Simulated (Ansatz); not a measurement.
Total energies of F2H4O2Si2, SMILES `O[Si@H](F)[Si@H](O)F`.

```csv
atom,x (Å),y (Å),z (Å)
O1,1.458,-1.235,0.752
Si2,-0.025,-0.627,1.098
F3,-1.094,-1.809,1.256
Si4,-0.754,0.763,-0.671
O5,0.434,0.903,-1.792
F6,-1.107,2.195,-0.045
H7,1.592,-1.653,-0.100
H8,0.123,0.026,2.418
H9,-1.940,0.292,-1.418
H10,1.314,1.144,-1.498
```

The species carries charge 0 and has multiplicity 1. The structure was optimised at the PBE0-D4/def2-TZVP level. It is one conformer, not always the lowest. Basis def2-TZVPP, Ansatz 0.2.0.

RPA on PBE orbitals: Hartree–Fock energy of these orbitals -929.14009 Eh, correlation -1.88362 Eh (frozen core).

```
 functional                                       kind  energy without D4 (Eh)  D4 term (kJ/mol)
LDA (SPW92)                                        LDA              -927.26916                 –
     revPBE                                        GGA              -931.68518             -61.5
       BLYP                                        GGA              -931.89376             -47.6
     B97M-V                         meta-GGA with VV10              -931.67062                 –
       PBE0         global hybrid, 25 % exact exchange              -931.34220             -18.7
      B3LYP                        global hybrid, 20 %              -931.98187             -35.6
    r2SCANh                      meta-GGA hybrid, 10 %              -931.71108              -5.8
    r2SCAN0                      meta-GGA hybrid, 25 %              -931.67744              -6.4
  CAM-B3LYP                     range-separated hybrid              -931.86848             -19.2
    LC-ωPBE                long-range corrected hybrid              -931.56301                 –
    ωB97X-V       range-separated hybrid GGA with VV10              -931.72840                 –
    ωB97M-V  range-separated hybrid meta-GGA with VV10              -931.80902                 –
     B2PLYP                              double hybrid              -931.50498                 –
   PBE-QIDH                              double hybrid              -931.13686                 –
```

**Question.** Give the same for PBE, r2SCAN, HSE06 (plane-wave form), BHLYP. (Estimate.)

**Answer.** Ansatz gave: 
```tsv
functional	kind	energy without D4 (Eh)	D4 term (kJ/mol)
PBE	GGA	-931.28609	-22.0
r2SCAN	meta-GGA	-931.73459	-5.4
HSE06 (plane-wave form)	screened hybrid	-931.31453	-17.6
BHLYP	global hybrid, 50 %	-931.80052	-28.5
```

B3LYP takes the VWN-RPA correlation (the form of Gaussian; ORCA's B3LYP/G). HSE06 is the plane-wave form, built on full-range PBE exchange. The double hybrids freeze the cores in their second-order part.

LC-ωPBE has ω = 0.4 bohr⁻¹.
